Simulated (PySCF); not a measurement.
# Continuum solvent and chemical shifts

Mapped SMILES: `[CH3:1][O:2]/[CH:3]=[P:4]/[CH:5]1[CH2:6][CH2:7]1`; H(Xn) means a hydrogen on atom n. Ha(C6), Ha(C7) are cis to P4 on the ring; Hb(C6), Hb(C7) are trans to P4 on the ring.

GIAO PBE0/pcSseg-1 in PySCF 2.14.0 with density-fitted response routines on one PBE0-D3(BJ)/def2-SVP conformer, non-relativistic, equivalent nuclei averaged. Solvents enter as an IEF-PCM continuum (dichloromethane with ε = 8.9, acetonitrile with ε = 35.7) around the gas-phase geometry. Shifts are referred to TMS computed in the same medium.

Gas phase, δ in ppm: C3 210.7, C1 58.9, C6/C7 15.7, C5 6.0, H(C3) 8.67, H(C1) 3.69, Hb(C6)/Hb(C7) 1.06, H(C5) 0.71, Ha(C6)/Ha(C7) 0.48. Dipole moment 0.34 D.

Problem. How does each δ change in the continuum?

Solution. 
```tsv
atoms	environment	Δδ, dichloromethane	Δδ, acetonitrile
C3	carbon double-bonded to a heavier main-group atom	+4.6	+5.5
C1	methyl carbon bonded to O	+1.7	+1.9
C6/C7	three-membered-ring carbon	+0.4	+0.4
C5	three-membered-ring carbon	+0.1	+0.1
H(C3)	hydrogen on a carbon double-bonded to a heavier main-group atom	+0.18	+0.22
H(C1)	hydrogen on a methyl carbon bonded to O	+0.12	+0.13
Hb(C6)/Hb(C7)	hydrogen on a three-membered-ring carbon	+0.09	+0.11
H(C5)	hydrogen on a three-membered-ring carbon	+0.11	+0.12
Ha(C6)/Ha(C7)	hydrogen on a three-membered-ring carbon	+0.10	+0.12
```

Changes are relative to the gas phase. The dipole moment becomes 0.68 D in dichloromethane, 0.75 D in acetonitrile.

Problem. Which of the listed nuclei move most (in ppm), and what does the model miss? (N and O are left out, as their reference compounds move with the solvent too.)

Solution. C3 (carbon double-bonded to a heavier main-group atom, +5.5 ppm) in acetonitrile. A continuum only polarises the solute; specific hydrogen bonds, the anisotropy of aromatic solvents and changes of geometry or conformer are outside it.
